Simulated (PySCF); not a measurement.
# Broadened absorption spectrum of C5H5FP2

C5H5FP2.
InChI=1S/C5H5FP2/c1-4-7-2-5(6)3-8-4/h2-3H,1H3

Method: PySCF 2.14.0, density-fitted response routines, TDDFT PBE0/def2-SVPD, vertical, gas phase, core orbitals frozen in the response. Geometry: GFN2-xTB; no solvent, vibrations or thermal averaging.

Broadening: Gaussians 0.3 eV wide at half height, area fixed by f = 4.319×10⁻⁹ ∫ε dν̃. The cross-section is σ = 3.8235×10⁻²¹ ε cm², given in Mb (10⁻¹⁸ cm²). The width is an assumption, not a result. The curve ends short of the highest state used, and states not computed would add to its high-energy end.

```tsv
E (eV)	σ (Mb)
3.46	0.01
3.50	0.03
3.53	0.05
3.57	0.13
3.60	0.24
3.63	0.43
3.67	0.83
3.70	1.28
3.74	2.11
3.77	2.89
3.80	3.77
3.84	4.98
3.87	5.81
3.91	6.67
3.94	7.04
3.97	7.14
4.01	6.83
4.04	6.32
4.08	5.36
4.11	4.53
4.14	3.67
4.18	2.60
4.21	1.91
4.25	1.18
4.28	0.79
4.31	0.52
4.35	0.32
4.38	0.28
4.42	0.37
4.45	0.54
4.48	0.81
4.52	1.33
4.55	1.81
4.59	2.53
4.62	3.04
4.65	3.46
4.69	3.77
4.72	3.78
4.76	3.52
4.79	3.20
4.82	2.91
4.86	2.88
4.89	3.47
4.93	5.75
4.96	9.21
4.99	14.83
5.03	26.65
5.06	39.34
5.10	61.46
5.13	81.28
5.16	102.67
5.20	130.77
5.23	149.08
5.27	166.32
5.30	172.11
5.33	171.00
```

**Question.** Where are the band maxima, and which computed states make them?

**Answer.** 313 nm (3.96 eV), ε about 1900, made up of S1 (63%) and S2 (37%); 263 nm (4.71 eV), ε about 990, made up of S4 (100%); 233 nm (5.31 eV), ε about 45000, made up of S5 (49%) and S6 (51%) (ε in L mol⁻¹ cm⁻¹; maxima over ε = 5, shares over 10%). The states used: S1 3.91 eV (f 0.014); S2 4.05 eV (f 0.0097); S3 4.36 eV (f 0.0000); S4 4.70 eV (f 0.011); S5 5.24 eV (f 0.283); S6 5.37 eV (f 0.289); S7 5.53 eV (f 0.0031); S8 5.93 eV (f 0.011).

**Question.** On this curve, what absorbance would a 10⁻⁴ mol/L sample give at 266 nm over a 1 cm path?

**Answer.** 266 nm is 4.661 eV, where ε is about 930 L mol⁻¹ cm⁻¹, so A = ε c l ≈ 0.093 (Beer–Lambert, with the gas-phase spectrum and the assumed width).

**Question.** What would ε be at 5.31 eV, the highest of these maxima, with half the width (0.15 eV)?

**Answer.** About 60600 L mol⁻¹ cm⁻¹ against 45100, a factor of about 1.3; a lone state at its own centre would give exactly 2.

**Question.** Coming from long wavelengths, where does ε first pass 100 L mol⁻¹ cm⁻¹?

**Answer.** At about 342 nm (3.62 eV), 0.29 eV below S1.
